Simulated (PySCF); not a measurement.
Choosing a molecule for a target property.

Each SMILES stands for a single optimised conformer of the isolated species, non-relativistic unless stated; the electronic structure was computed with PySCF and density fitting.

Dipoles, sizes and rotational constants follow the conformer. The torsions of the flexible species, by atom-mapped SMILES:
- `[CH3:1][CH2:2][C@@H:3]([F:4])[C@@H:5]([CH2:6][Cl:7])[O:8][CH3:9]`: C1–C2–C3–F4 57°, C2–C3–C5–C6 42°, C3–C5–C6–Cl7 53°, C3–C5–O8–C9 71°
- `[CH3:1][CH2:2][O:3][CH2:4][C@@:5]([CH3:6])([Cl:7])[CH2:8][F:9]`: C1–C2–O3–C4 -70°, C2–O3–C4–C5 -173°, O3–C4–C5–C6 60°, C4–C5–C8–F9 -54°
- `[CH2:1]=[CH:2][Si@@H:3]1[CH2:4][C@@H:5]1[S:6][CH:7]([CH3:8])[CH3:9]`: C1–C2–Si3–C4 -148°, C4–C5–S6–C7 87°, C5–S6–C7–C8 68°
- `[CH3:1][O:2][CH2:3][C@:4]([CH3:5])([F:6])[CH2:7][CH2:8][Cl:9]`: C1–O2–C3–C4 179°, O2–C3–C4–C5 -73°, C3–C4–C7–C8 58°, C4–C7–C8–Cl9 172°

Question: Wanted: dipole moment below 1.5 D (PBE0/pcSseg-1) and HOMO energy above -7.8 eV (PBE0/pcSseg-1), at GFN2-xTB geometries. Which candidate meets both?
A. `CC[C@@H](F)[C@@H](CCl)OC`
B. `C=C[Si@@H]1C[C@@H]1SC(C)C`
C. `COC[C@](C)(F)CCCl`
D. `CCOC[C@@](C)(Cl)CF`

Answer: B. Computed values:
```csv
species,dipole moment,HOMO energy
C=C[Si@@H]1C[C@@H]1SC(C)C,1.06 D,-6.08 eV
CC[C@@H](F)[C@@H](CCl)OC,1.86 D,-7.52 eV
CCOC[C@@](C)(Cl)CF,2.70 D,-7.69 eV
COC[C@](C)(F)CCCl,3.37 D,-7.90 eV
```
